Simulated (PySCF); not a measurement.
dimethyl carbonate (C3H6O3), SMILES COC(=O)OC. Atoms are numbered in the order given.

```xyz
12

C      2.3146     0.0000     0.0182
O      1.0776     0.0000     0.7051
C      0.0000     0.0000    -0.0709
O      0.0000     0.0000    -1.2732
O     -1.0776     0.0000     0.7051
C     -2.3146     0.0000     0.0182
H      2.4129     0.8924    -0.6176
H      3.0925     0.0000     0.7905
H      2.4129    -0.8924    -0.6176
H     -3.0925     0.0000     0.7905
H     -2.4129    -0.8924    -0.6176
H     -2.4129     0.8924    -0.6176
```
Charge 0, spin multiplicity 1.

Coordinates come from a PBE0-D3(BJ)/def2-SVP optimisation.

Calculation: PySCF with TDA-PBE0/def2-SVPD.

Vertical excitations. The molecule is in vacuum. State labels are in the subgroup C2v.

| state | symmetry | energy (eV) | λ (nm) | f | main pairs |
|---|---|---|---|---|---|
| S1 | A2 | 7.15 | 173 | 0.000 | HOMO→LUMO+1 99 % |
| S2 | B1 | 7.91 | 157 | 0.019 | HOMO→LUMO 96 % |
| S3 | A2 | 8.21 | 151 | 0.000 | HOMO−1→LUMO 95 % |
| S4 | B2 | 8.38 | 148 | 0.028 | HOMO−2→LUMO 93 % |
| S5 | A1 | 8.76 | 141 | 0.009 | HOMO→LUMO+2 94 % |
| S6 | B1 | 8.78 | 141 | 0.286 | HOMO−1→LUMO+1 89 % |
| S7 | B1 | 8.98 | 138 | 0.024 | HOMO→LUMO+3 92 % |
| S8 | B2 | 9.01 | 138 | 0.032 | HOMO−1→LUMO+2 87 % |
| S9 | A2 | 9.10 | 136 | 0.000 | HOMO−1→LUMO+3 63 %, HOMO−2→LUMO+2 35 % |
| S10 | A1 | 9.27 | 134 | 0.048 | HOMO−2→LUMO+1 72 %, HOMO→LUMO+6 11 % |
| T1 | A2 | 6.65 | 186 | 0 | HOMO→LUMO+1 98 % |
| T2 | A1 | 6.93 | 179 | 0 | HOMO−2→LUMO+1 92 % |
| T3 | B1 | 7.61 | 163 | 0 | HOMO−1→LUMO+1 97 % |
| T4 | B1 | 7.79 | 159 | 0 | HOMO→LUMO 94 % |
Triplets are in the Tamm–Dancoff approximation.
